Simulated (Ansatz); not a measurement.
Stepwise reaction of `[OH][Al]([OH])[Cl]` with hydrogen fluoride, as a gas-phase model of exchange steps in deposition or etching. ΔE in kJ/mol; ΔG adds harmonic PBE0-D4 terms to CCSD(T)/CBS, at 1 bar.

Computed with Ansatz on PBE0-D4/def2-TZVP structures; ΔE is electronic, products minus reactants. CCSD(T)/CBS is the MP2 limit (def2-TZVPP, def2-QZVPP) plus CCSD(T) − MP2 in def2-TZVPP, frozen cores. This one scheme is used for every species. DFT in def2-TZVPP. B3LYP here is the variant with VWN-RPA as its local correlation; programs differ in this. Each species was taken in one conformer, which may not be the lowest.

```csv
step,reaction,PBE-D4,B3LYP-D4,ωB97M-V,CCSD(T)/CBS,ΔG(500 K)
2,`[OH][Al]([F])[Cl]` + H–F → `[F][Al]([F])[Cl]` + H₂O,-39.3,-40.9,-40.7,-42.0,-40.9
```

Give the row of step 1, `[OH][Al]([OH])[Cl]` + H–F → `[OH][Al]([F])[Cl]` + H₂O. (An estimate is asked.)

The calculation gave: 
```csv
step,reaction,PBE-D4,B3LYP-D4,ωB97M-V,CCSD(T)/CBS,ΔG(500 K)
1,`[OH][Al]([OH])[Cl]` + H–F → `[OH][Al]([F])[Cl]` + H₂O,-42.7,-44.6,-44.2,-45.2,-49.6
```

By hand: ΔE of the 2 steps together at CCSD(T)/CBS.

(-45.2) + (-42.0) = -87.2 kJ/mol, or -43.6 kJ/mol a step.

In ΔE the steps differ by no more than 3.2 kJ/mol. All are downhill at CCSD(T)/CBS. ΔG lies between -49.6 and -40.9 kJ/mol a step. PBE-D4 differs from CCSD(T)/CBS by 2.5 to 2.7 kJ/mol a step. Isolated molecules leave out the surface, adducts and barriers. Largest T1 diagnostic: 0.012.
